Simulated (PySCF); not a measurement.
Calculated NMR parameters of C#C/C=C(/F)OC=C

- Formula: C6H5FO
- SMILES: C#C/C=C(/F)OC=C
- Point group of the computed structure: Cs
- Degrees of unsaturation: 4
- Carbon signals: 6
- Proton signals: 5

Mapped SMILES: `[CH:1]#[C:2]/[CH:3]=[C:4](/[F:5])[O:6][CH:7]=[CH2:8]` (H(Xn): hydrogen on atom n). Ha(C8) is cis to O6; Hb(C8) is trans to O6.

In vacuum, one computed conformer, non-relativistic Hamiltonian. Shieldings: GIAO PBE0/pcSseg-1; structure optimised with GFN2-xTB; PySCF 2.14.

Chemical shifts δ = σref − σ; 1H and 13C against TMS; CFCl3 for 19F; H2O for 17O, all at this level.

```tsv
carbon	δC, type	δH (multiplicity)	HMBC from (2–3 bonds)	span of the C tensor (ppm)
C1	91.9, CH	2.77 (d)	H(C3)	177
C2	79.1, C	–	H(C3), H(C1)	293
C3	68.9, CH	4.55 (m)	H(C1)	96
C4	174.4, C	–	H(C7), H(C3)	151
C7	148.0, CH	7.22 (m)	Ha(C8), Hb(C8)	186
C8	102.2, CH2	Ha(C8) 5.21 (m); Hb(C8) 4.82 (m)	H(C7)	187
```

Other nuclei:
| atoms | nucleus | environment | δ (ppm) | σ (ppm) |
| --- | --- | --- | --- | --- |
| F5 | 19F | vinylic fluorine | -94.4 | 265.3 |
| O6 | 17O | ether oxygen | 199.3 | 136.8 |

1. Carbon types of the structure: 2 × C, 3 × CH, 1 × CH2, which accounts for all hydrogens.
2. δC 174.4, 148.0: alkene carbon bearing oxygen; an sp2 carbon further deshielded by the attached heteroatom.
3. δC 102.2, 68.9: β carbon of an enol-ether or enamine type C=C; the O or N lone pair pushes π density onto this β carbon and shields it.
4. δC 91.9: terminal alkyne carbon; sp carbons lie upfield of alkene carbons because the cylindrical π system leaves one tensor component strongly shielded.
5. δC 79.1: alkyne carbon; sp carbons lie upfield of alkene carbons because the cylindrical π system leaves one tensor component strongly shielded.
6. δH 5.21, 4.82, 4.55: hydrogen on a β carbon of an enol-ether or enamine type C=C.

Splittings by 19F in the carbon and heteronuclear signals aren't shown, as no couplings were computed. Shifts are as computed. Against solution values, carbons near 30 ppm lie about +3 ppm off and those near 130 ppm about +5 ppm. Of 1211 compounds with measured shifts, 218 miss one by over three times the rms of a fit or turn the order of signals round; such compounds aren't used in these exercises. Unscaled 19F shifts against computed CFCl3 carry errors that often reach 10 to 50 ppm. Experimental scales use liquid or dissolved standards, which lie at an offset from isolated H2O (liquid H2O: subtract about 36 ppm). No couplings were computed; multiplicities are counted from neighbouring protons, with m where these are inequivalent, close in shift, in a saturated or five-membered ring or joined by F or P, and br s for small geminal =CH2 splittings.
